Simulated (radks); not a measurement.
All-electron atom: Sc IV in [Ne] 3s1.75 3p6 4p0.25 (fractional occupations, a model configuration).

All-electron calculation, Dirac Kohn-Sham, BLYP, spin-unpolarised, spherical densities, finite nucleus; open shells are shared between the two j in proportion to 2j + 1; Fermi nuclear charge, rms radius 3.5459 fm. Program: a radial shooting solver on a logarithmic mesh with Libxc functionals.

Energy parts (eV):
total: -20736.827
kinetic: 20921.705
electron-nucleus: -48657.584
Hartree: 8038.576
exchange-correlation: -1039.523

Orbitals (lengths in bohr, moments of r in powers of bohr; <r^-3> diverges for s and p1/2; r(max) is where P^2 peaks; r(90%) holds 90 % of the orbital's charge):
| orbital | occ. | eigenvalue (eV) | r(max) | <r^-3> | <r> | r(90%) |
|---|---|---|---|---|---|---|
| 1s1/2 | 2 | -4434.523 | 0.04780 | - | 0.07304 | 0.130 |
| 2s1/2 | 2 | -510.7014 | 0.2837 | - | 0.3435 | 0.534 |
| 2p1/2 | 2 | -427.9013 | 0.2308 | - | 0.3059 | 0.504 |
| 2p3/2 | 4 | -423.2539 | 0.2329 | 220.2 | 0.3085 | 0.508 |
| 3s1/2 | 1.75 | -88.5917 | 0.9167 | - | 1.050 | 1.56 |
| 3p1/2 | 2 | -67.1050 | 0.9465 | - | 1.116 | 1.71 |
| 3p3/2 | 4 | -66.5475 | 0.9523 | 26.57 | 1.123 | 1.72 |
| 4p1/2 | 0.0833333 | -21.2141 | 2.781 | - | 3.048 | 4.41 |
| 4p3/2 | 0.166667 | -21.1240 | 2.794 | 4.306 | 3.060 | 4.43 |

The highest occupied level is 4p3/2 at -21.124 eV. Summed over all electrons, <r^2> = 14.66 bohr^2, which gives a Langevin (diamagnetic) susceptibility term of -11.6 x 10^-6 cm^3/mol. The electron density at the nucleus is 7253 e/bohr^3. The density falls to 0.001 e/bohr^3 at r = 3.13 bohr.
